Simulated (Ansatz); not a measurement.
`C[SiH2][SnH3]` + `S[SiH2][GaH2]` → `C[SiH2]S[SiH2][GaH2]` + `[SnH4]` at 298.15 K and 1 bar (cleavage of the Si–Sn bond).

Isolated molecules relaxed with PBE0-D4/def2-TZVP in Ansatz; ΔE leaves out vibrations. CCSD(T)/CBS is the MP2 limit (def2-TZVPP, def2-QZVPP) plus CCSD(T) − MP2 in def2-TZVPP, frozen cores. def2 core potentials past Kr. For Ga, Sn outer-core shells are correlated without core-valence functions, which leaves a few kJ/mol of doubt a bond. Scalar relativity is left out up to krypton. One conformer a species, not always the lowest.

| species | CCSD(T)/CBS energy (Eh) | H − E (kJ/mol) | S (J/(mol·K)) |
| --- | --- | --- | --- |
| `C[SiH2][SnH3]` | -545.95955 | 215.2 | 355.2 |
| `S[SiH2][GaH2]` | -2613.80410 | 124.8 | 352.4 |
| `C[SiH2]S[SiH2][GaH2]` | -2943.38910 | 258.2 | 422.7 |
| `[SnH4]` | -216.39156 | 79.6 | 228.5 |

H − E and S are ideal-gas, rigid-rotor, harmonic terms from PBE0-D4/def2-TZVP, for one conformer and one mirror image of each species. 1 Eh = 2625.50 kJ/mol, R = 8.31446 J/(mol·K).

Problem. By hand: ΔE, ΔH, ΔS and ΔG.

Solution. ΔE = (-2943.38910) + (-216.39156) − (-545.95955) − (-2613.80410) = -0.01701 Eh = -44.7 kJ/mol. Δ(H − E) = 258.2 + 79.6 − 215.2 − 124.8 = -2.2, so ΔH = -46.9 kJ/mol. ΔS = 422.7 + 228.5 − 355.2 − 352.4 = -56.4 J/(mol·K). ΔG = -46.9 − 298.15 × (-56.4)/1000 = -30.1 kJ/mol.

Problem. By hand: the equilibrium constant, and the temperature at which ΔG would vanish if ΔH and ΔS stayed fixed.

Solution. log₁₀ K = −ΔG/(RT ln 10) = 5.3. ΔG = 0 at ΔH/ΔS = 832 K.

TΔS isn't small against ΔH here. A doubt of 5 kJ/mol in ΔE shifts log₁₀ K by 0.9 here. Other conformers and mirror images would add mixing entropy, several J/(mol·K) or more a flexible species. Modes under 60 cm⁻¹, often nearly free rotors, make the harmonic entropy too high. These are equilibria of isolated gas molecules and say nothing of rates. Largest T1 diagnostic: 0.013 (customary marks: 0.02 for closed shells, 0.045 for open ones).
